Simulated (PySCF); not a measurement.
Isomers of C4H5Cl3, one GFN2-xTB conformer each. Single-point energies are computed at PBE0/pcSseg-1 (PySCF, gas phase, no added dispersion term), electronic only.

| SMILES | GFN2-xTB relative energy (kcal/mol) |
| --- | --- |
| C=C(C)C(Cl)(Cl)Cl | 2.5 |
| ClC(Cl)C1(Cl)CC1 | 0.0 |

Conformers: `[Cl:1][CH:2]([Cl:3])[C:4]1([Cl:5])[CH2:6][CH2:7]1` with Cl1–C2–C4–Cl5 171°.

**Question.** What does PBE0/pcSseg-1 give for the same structures?

**Answer.** 
```json
{"SMILES": "ClC(Cl)C1(Cl)CC1", "PBE0/pcSseg-1 E (Eh)": "-1535.28410", "PBE0/pcSseg-1 (kcal/mol)": "0.0", "GFN2-xTB (kcal/mol)": "0.0", "point group": "C1"}
{"SMILES": "C=C(C)C(Cl)(Cl)Cl", "PBE0/pcSseg-1 E (Eh)": "-1535.28057", "PBE0/pcSseg-1 (kcal/mol)": "2.2", "GFN2-xTB (kcal/mol)": "2.5", "point group": "Cs"}
```

Both levels put the same isomer lowest. As drawn, the lower has a three-membered ring, which the higher lacks; the higher has a C=C bond outside aromatic rings, which the lower lacks. Neighbours under 2.5 kcal/mol apart (ClC(Cl)C1(Cl)CC1 and C=C(C)C(Cl)(Cl)Cl) can change places with a better method, another conformer or zero-point energy.

**Question.** Which frontier levels, dipoles and rotational constants go with these structures?

**Answer.** 
```tsv
SMILES	HOMO (eV, PBE0/pcSseg-1)	LUMO (eV)	dipole (D)	A, B, C (MHz)
ClC(Cl)C1(Cl)CC1	-8.27	-0.13	1.91	1890, 1275, 895.0
C=C(C)C(Cl)(Cl)Cl	-8.14	-0.99	2.22	1503, 1373, 1237
```
